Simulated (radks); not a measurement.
Radial electron density D(r) = 4 pi r^2 rho(r) of an atom or ion with 16 electrons. Method: scalar-relativistic Kohn-Sham, r2SCAN, spin-polarised, spherical densities, finite nucleus; meta-GGA in the generalised Kohn-Sham scheme; Fermi nuclear charge, rms radius of each element as measured or else 0.836 A^(1/3) + 0.57 fm; computed with a radial shooting solver on a logarithmic mesh with Libxc functionals.

r (bohr)  D(r) (e/bohr)  spin D(r)
0.001936         0.7777     0.0369
0.002422          1.171     0.0555
0.00303           1.752     0.0830
0.003791          2.598      0.123
0.004743          3.809      0.180
0.005934          5.509      0.259
0.007423          7.831      0.366
0.009287          10.90      0.505
0.01162           14.76      0.676
0.01454           19.35      0.867
0.01819           24.35       1.06
0.02275           29.15       1.20
0.02846           32.89       1.23
0.03561           34.65       1.09
0.04455           34.00      0.793
0.05574           31.58      0.448
0.06917           29.31      0.335
0.08654           29.25      0.806
0.1083            32.31       2.06
0.1355            36.20       3.77
0.1695            36.27       4.98
0.212             29.64       4.86
0.2652            19.24       3.57
0.3318            12.31       2.33
0.4151            12.49       2.04
0.5194            14.93       2.18
0.6498            12.89       1.81
0.8129            6.956      0.954
1.017             2.175      0.293
1.272            0.3580     0.0471
1.592           0.02737    0.00349
1.991         0.0008254   0.000101

What is the nuclear charge?

Answer. Z = 29. The innermost maximum, from 1s, lies near gamma/Z bohr with gamma = sqrt(1 - (Z/c)^2) = 0.977, here 0.0337 bohr (found: 0.0374), and its height grows with Z. The density is that of the copper ion Cu13+ in [He] 2s1 2p6 3s2 3p5; the configuration itself is not fixed sharply by these data, and Z only to about a unit. D(r) has 3 maxima, at r = 0.0374, 0.153, 0.536 bohr, and minima at 0.0780, 0.365 bohr, inside which lie 2.08, 9.29 electrons.
